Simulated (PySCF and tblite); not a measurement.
Results of a calculation; reference values are marked as such.
C₃H₇Br, numbered as in [CH3:1][CH2:2][CH2:3][Br:4].

Search: ETKDG and KDG, MMFF94s, GFN2-xTB, 60 starts; geometries at GFN2-xTB. Energies: PBE0-D3(BJ)/pcSseg-1 (IEF-PCM, chloroform), with GFN2-xTB thermal terms (modes under about 100 cm⁻¹ blended into free rotors). Symmetry numbers and mirror images are counted. Conformers within 3 kcal/mol (GFN2-xTB free energy) were kept, 10 at most. (PySCF 2.14, tblite 0.8.)

Torsions listed: C1–C2–C3–Br4. Of a mirror pair one member is shown.

```json
{"conformer": "1", "shape": "180°", "symmetry": "Cs", "dipole D": "2.71"}
{"conformer": "2", "shape": "-66°", "symmetry": "C1 (pair)", "dipole D": "2.61"}
```

Q: Which of these conformers is the most populated at 298.15 K, and with what share?

A: Conformer 2, about 73 %.

Q: Give the DFT energies and free energies relative to the lowest, and all weights.

A: 
```csv
conformer,shape,E(DFT) kcal/mol,G(298.15 K) kcal/mol,weight %
1,180°,0.28,0.60,26.6
2,-66°,0.00,0.00,73.4
```

Q: How does its share change from 180 K to 400 K?

A: From 79 % to 71 %; the mixing entropy goes from 2.11 to 2.17 cal/(mol K).
